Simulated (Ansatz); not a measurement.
Total energies of Sn₅Au from Ansatz at PBE0-D4/def2-TZVP, gas phase (1 Eh = 27.2114 eV = 2625.5 kJ/mol). The reference geometry is relaxed at PBE-D4/def2-SVP.

```
atom   x (Å)   y (Å)   z (Å)
 Au1  -0.527   1.489  -1.579
 Sn2   0.939  -0.990   1.692
 Sn3  -1.201  -2.023   0.051
 Sn4   1.446   1.547   0.540
 Sn5   0.975  -0.815  -1.546
 Sn6  -1.633   0.792   0.841
```

```
                 state   geometry  energy (Eh)
      charge 0 doublet  reference  -1207.54030
      charge 1 singlet  reference  -1207.28940
     charge -1 singlet  reference  -1207.62963
free Au atom (doublet)          –   -135.70229
free Sn atom (triplet)          –   -214.25870
```

In the def2 sets Au, Sn take a core potential; there is no spin–orbit coupling.

**Question.** Work out the vertical ionisation energy to the singlet.

**Answer.** E(charge 1 singlet) − E(charge 0 doublet) = -1207.28940 − (-1207.54030) = 0.25090 Eh = 6.83 eV. For comparison, −ε of the highest occupied level of the spin that leaves is 5.45 eV at this level, 1.38 eV less.

**Question.** Work out the vertical electron affinity, to the singlet.

**Answer.** E(charge 0 doublet) − E(charge -1 singlet) = -1207.54030 − (-1207.62963) = 0.08933 Eh = 2.43 eV. The basis lacks diffuse functions, which makes affinities too small.

**Question.** Give the fundamental gap IE − EA, the Mulliken electronegativity (IE + EA)/2 and the hardness (IE − EA)/2.

**Answer.** From the values in Eh: IE − EA = 0.25090 − 0.08933 = 0.16157 Eh = 4.40 eV; (IE + EA)/2 = 4.63 eV; (IE − EA)/2 = 2.20 eV.

**Question.** What is the binding energy per atom against free atoms?

**Answer.** Atoms: 1 × (-135.70229) + 5 × (-214.25870) = -1206.99579 Eh. Binding: -1206.99579 − (-1207.54030) = 0.54451 Eh = 14.82 eV, or 2.47 eV for each of 6 atoms (no zero-point energy, no counterpoise term).

A triplet lies near this restricted singlet, and broken spin symmetry wasn't tried.  

The structure comes from a short search, and lower isomers may exist.
